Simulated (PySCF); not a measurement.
Ga(Me)2 (C2H6Ga), SMILES [CH3][Ga][CH3], multiplicity 2.

Geometry optimised at PBE-D3(BJ)/def2-SVP. The multiplicity is an assumed one; other spin states were not compared. The isomer is the one that the SMILES or the coordinates give; other isomers of the formula were not compared.

These are PBE-D3(BJ)/def2-SVP (PySCF) values and carry that method's errors.

Frequencies are harmonic and unscaled.

| mode | ν (cm⁻¹) | IR (km/mol) | moving atoms (share of kinetic energy) |
|---|---|---|---|
| 1 | 28 | 0.0 | H 99 % |
| 2 | 49 | 0.0 | H 86 %, C 9 % |
| 3 | 141 | 1.2 | C 49 %, H 33 %, Ga 18 % |
| 4 | 474 | 13.2 | C 72 %, H 17 %, Ga 10 % |
| 5 | 514 | 41.9 | C 56 %, H 22 %, Ga 21 % |
| 6 | 531 | 0.0 | H 87 %, C 12 % |
| 7 | 559 | 0.0 | H 86 %, C 14 % |
| 8 | 616 | 7.9 | H 81 %, C 16 % |
| 9 | 740 | 52.1 | H 77 %, C 21 % |
| 10 | 1108 | 0.0 | H 81 %, C 19 % |
| 11 | 1126 | 2.3 | H 83 %, C 17 % |
| 12 | 1354 | 3.1 | H 95 % |
| 13 | 1362 | 1.6 | H 95 % |
| 14 | 1369 | 0.0 | H 94 % |
| 15 | 1381 | 11.9 | H 95 % |
| 16 | 2957 | 6.1 | H 97 % |
| 17 | 2959 | 5.1 | H 97 % |
| 18 | 3055 | 0.0 | H 91 %, C 9 % |
| 19 | 3057 | 14.5 | H 91 %, C 9 % |
| 20 | 3099 | 6.2 | H 91 %, C 9 % |
| 21 | 3099 | 2.2 | H 91 %, C 9 % |
